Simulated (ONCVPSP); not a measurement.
## Before and after: ONCV potential for Cd

- Element: cadmium (Cd)
- Generator: ONCVPSP 4.0.1
- Type: optimised norm-conserving Vanderbilt (ONCV)
- Functional: PBE
- Relativity: scalar-relativistic
- Frozen core: [Ar] 3d10
- Valence charge: 20
- Reference configuration: 4s2 4p6 4d10 5s2
- Partial waves: 4s+5s: rc 1.20 bohr, ncon 3, nbas 6, qcut 9.6 1/bohr, 3 projectors, debl 3.8 Ha; 4p: rc 1.65 bohr, ncon 4, nbas 7, qcut 10.1 1/bohr, 3 projectors, debl 3.1 Ha; 4d: rc 1.60 bohr, ncon 4, nbas 9, qcut 9.5 1/bohr, 2 projectors, debl 3 Ha
- Local potential: polynomial inside 0.75 bohr (lpopt 3, dvloc0 0 Ha)
- Core correction: Teter function, fcfact 5.25, rcfact 1.2

All-electron outer shells of the reference configuration (PBE, scalar-relativistic, ld1.x):

| shell | level (eV) | outermost node (bohr) | outermost maximum (bohr) |
| --- | --- | --- | --- |
| 3d | -393.64 | – | 0.27 |
| 4s | -105.92 | 0.43 | 0.79 |
| 4p | -66.97 | 0.43 | 0.84 |
| 4d | -11.73 | 0.42 | 0.98 |
| 5s | -5.66 | 1.07 | 2.35 |

Change: all radii but the core radius scaled by about 1.14 (s 1.36, p 1.88, d 1.82 bohr); local potential polynomial inside 0.86 bohr (lpopt 3, dvloc0 0 Ha).

Cutoffs: the cutoffs (Ha) at which the residual kinetic energy of the hardest occupied pseudo-wave falls to 1 and 0.1 mHa per electron; they do not see the model core or the augmentation charge, which bear on the density cutoff. Errors are all-electron minus pseudo energies relative to the spin-unpolarised reference configuration.

Predict the effect on cutoff, ghosts and configuration errors.

The potential gets softer (36 Ha and 41 Ha → 33 Ha and 38 Ha); the bound ghost in d disappears; of the 4 tests that both files solve, the error grows in 2 and shrinks in 1 by more than 15 % and 0.3 meV (median size 29.3 → 6.1 meV). A larger radius leaves more room for a smooth pseudo-wave, so fewer plane waves are needed.

```tsv
quantity	base	changed
cutoff, loose	36 Ha	33 Ha
cutoff, tight	41 Ha	38 Ha
loose cutoff by channel	s 36 Ha, p 22 Ha, d 32 Ha	s 33 Ha, p 24 Ha, d 30 Ha
bound ghosts	d	none
GHOST(+) flags under 300 eV	none	none
largest miss of a reference level, eV	0.05	0.00
error for 4s2 4p6 4d10 5s1, meV [ΔE 9.27 eV]	-1.0	-1.4
error for 4s2 4p6 4d10 5s0, meV [ΔE 26.40 eV]	-2.8	-4.4
error for 4s2 4p6 4d9 5s0, meV [ΔE 64.41 eV]	+56	-7.7
error for 4s1 4p6 4d10 5s2, meV [ΔE 113.52 eV]	-162	-177
rms error of d²Exc/dni dnj with the model core, mHa	0.36	0.33
```

 A true bound ghost makes a file unfit for plane-wave use even where its test errors are small: the radial tests pick states by their node count and pass the ghost by.
